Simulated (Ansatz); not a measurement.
Cost and result for the atomization energy of AlBrH4N2, SMILES `[NH2][Al]([NH2])[Br]` (8 atoms, 7 bonds).

The species carries charge 0 and has multiplicity 1. Correlated methods include outer-core shells of Br, which these sets cover unevenly. Scalar relativity is left out up to krypton. All single points use the PBE0-D4/def2-TZVP geometry. It is one conformer, not always the lowest. Program: Ansatz. All runs use 4 threads of a server CPU on a shared host. Times are those of one run each, without the atoms' runs, and a repeat can differ threefold. Electronic energies, without spin–orbit coupling; frozen cores. CCSD(T)/CBS adds CCSD(T) − MP2 in def2-TZVPP to the MP2 limit, and its time is that of the two runs behind it. T1 = 0.008. With those shells the extrapolation isn't a true limit. HSE06 is the plane-wave form, built on full-range PBE exchange.

CCSD(T)/CBS is a level of theory with its own doubt, some kJ/mol a heavy atom from the limit and from the frozen cores, so smaller differences don't rank the functionals.

```
                           level  functions  wall time  atomization (kcal/mol)  difference from CCSD(T)/CBS  per bond
          LDA (SPW92)/def2-TZVPP        208      0.8 s                   733.5                         83.7      12.0
              BLYP-D4/def2-TZVPP        208      1.2 s                   646.6                         -3.2      -0.5
              PBE0-D4/def2-TZVPP        208        2 s                   641.3                         -8.5      -1.2
             HSE06-D4/def2-TZVPP        208      2.2 s                   641.8                         -8.0      -1.1
         CAM-B3LYP-D4/def2-TZVPP        208      2.2 s                   649.5                         -0.3       0.0
                CCSD(T)/def2-SVP         98      2.8 s                   591.3                        -58.5      -8.4
               B2PLYP/def2-TZVPP        208      3.3 s                   639.3                        -10.5      -1.5
             PBE-QIDH/def2-TZVPP        208      3.6 s                   636.7                        -13.1      -1.9
              ωB97X-V/def2-TZVPP        208      4.9 s                   649.0                         -0.8      -0.1
ωB97M-V/def2-TZVPP (with forces)        208      7.5 s                   648.4                         -1.4      -0.2
                  MP2/def2-QZVPP        393       12 s                   652.3                          2.5       0.4
              CCSD(T)/def2-TZVPP        208       64 s                   625.2                        -24.6      -3.5
               CCSD(T)/CBS(def2)          –       76 s                   649.8                          0.0       0.0
```

From BLYP to BHLYP (50 % exact exchange), in def2-TZVPP and without D4, the atomization energy moves by −17.4 kcal/mol: exact exchange takes away binding that semilocal exchange gives to molecules. Leaving LDA and LC-ωPBE aside and taking each functional with its dispersion term where it has one, the values, not all of them listed here, spread over 27.8 kcal/mol, from BHLYP-D4 to PBE-D4. LDA lies +82.9 kcal/mol from PBE without D4, its usual overbinding. The D4 term adds +6.0 kcal/mol with B3LYP and +3.2 kcal/mol with PBE0; it sums over pairs of atoms, weighted by their polarisabilities, and B3LYP, whose exchange is more repulsive, gets the larger term.

B3LYP here is the variant with VWN-RPA as its local correlation; programs differ in this.
